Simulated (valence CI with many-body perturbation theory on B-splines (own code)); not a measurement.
## Level structure of Pd XXV

Method: relativistic CI+MBPT: four valence electrons over a frozen Dirac-Fock core [Ar], radial functions for each j: 9 s, 9 p, 10 d, 8 f, 5 g, 3 h, 1 i, with the one-electron correlation potential Σ1 (screened to all orders), the two-electron term Σ2, the three-electron term Σ3, Breit, model QED; selected single and double excitations, second order for the rest (own B-spline code, finite nucleus).

No measured spectrum was set against this ion. As an estimate, terms of the open shell hold to 2 to 4 % of their energy, and close levels can change places. Core correlation moves these levels by up to 9600 cm⁻¹, and in measured spectra 5 to 20 % of such shifts remained as error; rates that hang on mixing are uncertain with them. Only levels of the ground parity were solved; by the run's estimate the other parity begins above the list, which can be wrong where configurations are misplaced.

Levels 1 to 34 of 34, with energies above the lowest level, 3d4 5D_0. "Leading %" is the weight of the configuration and term that name the level; weights of strongly mixed levels are sums over their largest components and can fall short. In the jj column 3d3/2^4 stands for four electrons in 3d with j = 3/2. Lifetimes count E1, E2, E3, M1 and M2 decay at the calculated energies, and are blank where another channel may lead or the interval is too uncertain; long ones can be off by a factor of two.

```tsv
No.	Configuration	Term	J	E (cm⁻¹)	Leading %	Leading jj	Lifetime
1	3d4	5D	0	0	63	3d3/2^4 (78 %)	
2	3d4	5D	1	23256	84	3d3/2^3 3d5/2 (85 %)	1.98 ms
3	3d4	5D	2	42641	91	3d3/2^2 3d5/2^2 (58 %)	2.87 ms
4	3d4	5D	3	57332	87	3d3/2^2 3d5/2^2 (51 %)	7.73 ms
5	3d4	5D	4	66129	67	3d3/2^3 3d5/2 (46 %)	68.1 ms
6	3d4	3P	0	97475	49	3d3/2^2 3d5/2^2 (72 %)	99.6 μs
7	3d4	3H	4	106010	55	3d3/2^3 3d5/2 (46 %)	755 μs
8	3d4	3G	3	126600	62	3d3/2^2 3d5/2^2 (50 %)	338 μs
9	3d4	3F	2	130880	70	3d3/2^2 3d5/2^2 (55 %)	240 μs
10	3d4	3H	5	132130	76	3d3/2^2 3d5/2^2 (98 %)	1.39 ms
11	3d4	3P	1	133650	76	3d3/2^2 3d5/2^2 (64 %)	145 μs
12	3d4	3H	6	142460	74	3d3/2^2 3d5/2^2 (88 %)	71.5 ms
13	3d4	3G	4	156220	61	3d3/2^2 3d5/2^2 (73 %)	625 μs
14	3d4	3P	2	162120	46	3d3/2^2 3d5/2^2 (76 %)	774 μs
15	3d4	3F	4	165660	42	3d3/2^2 3d5/2^2 (48 %)	191 μs
16	3d4	3F	3	170750	48	3d3/2^2 3d5/2^2 (56 %)	392 μs
17	3d4	3D	3	182900	36	3d3/2 3d5/2^3 (69 %)	140 μs
18	3d4	3G	5	193240	76	3d3/2 3d5/2^3 (98 %)	366 μs
19	3d4	3P	2	193930	36	3d3/2 3d5/2^3 (54 %)	124 μs
20	3d4	1I	6	203560	74	3d3/2 3d5/2^3 (88 %)	331 μs
21	3d4	3D	1	203720	86	3d3/2 3d5/2^3 (75 %)	104 μs
22	3d4	1S	0	227650	74	3d3/2 3d5/2^3 (79 %)	
23	3d4	1G	4	229780	44	3d3/2^2 3d5/2^2 (41 %)	
24	3d4	3P	2	237680	34	3d3/2^2 3d5/2^2 (59 %)	135 μs
25	3d4	1F	3	247790	63	3d3/2 3d5/2^3 (79 %)	
26	3d4	3P	2	265810	69	3d3/2^2 3d5/2^2 (57 %)	189 μs
27	3d4	3F	4	280580	68	3d3/2^2 3d5/2^2 (51 %)	
28	3d4	3F	2	294260	60	3d5/2^4 (42 %)	106 μs
29	3d4	3F	3	296410	78	3d3/2 3d5/2^3 (96 %)	
30	3d4	3P	1	301120	98	3d3/2 3d5/2^3 (92 %)	
31	3d4	3P	0	315990	87	3d5/2^4 (51 %)	
32	3d4	1G	4	317070	78	3d3/2 3d5/2^3 (83 %)	
33	3d4	1D	2	388730	93	3d3/2 3d5/2^3 (43 %)	
34	3d4	1S	0	486220	93	3d3/2^2 3d5/2^2 (48 %)	36.6 μs
```

Names give the largest LS component (configuration and term), which can be under half, so a name can repeat, a term be missing and a line seem to break the LS rules; names also repeat where a configuration has a term twice.

The ionisation energy to 3d3 4F_3/2 of the next ion comes out as 1218.3 eV (NIST: 1218 ± 4 eV (theoretical)). All 34 levels together are meant to be complete up to 505630 cm⁻¹.
